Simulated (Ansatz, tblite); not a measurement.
Forces on (NaSH)2 ring (Na₂H₂S₂) at its PBE0-D4/def2-SVP geometry. Total charge 0; singlet.

The xTB rows come from tblite.

GFN1-xTB (tblite), largest force 0.62 eV/Å:

```xyz
6
positions Å, forces eV/Å
Na   -0.844    0.205   -1.347    0.151   -0.037    0.241
S     0.964   -1.677   -0.860   -0.521   -0.134    0.307
Na    0.846   -0.204    1.346   -0.152    0.036   -0.241
S    -0.964    1.676    0.860    0.513    0.124   -0.303
H     0.119   -2.663   -0.480    0.363    0.318   -0.179
H    -0.122    2.663    0.481   -0.353   -0.308    0.175
```

GFN2-xTB (tblite), largest force 0.62 eV/Å:

```
Na -0.104 0.025 -0.165
S -0.380 -0.463 0.168
Na 0.103 -0.025 0.165
S 0.371 0.454 -0.164
H 0.390 0.382 -0.187
H -0.381 -0.373 0.183
```

r2SCAN-D4/def2-TZVP (Ansatz), largest force 0.23 eV/Å:

```
Na -0.019 0.004 -0.029
S -0.106 -0.197 0.036
Na 0.018 -0.005 0.029
S 0.094 0.183 -0.031
H 0.131 0.162 -0.057
H -0.119 -0.148 0.052
```
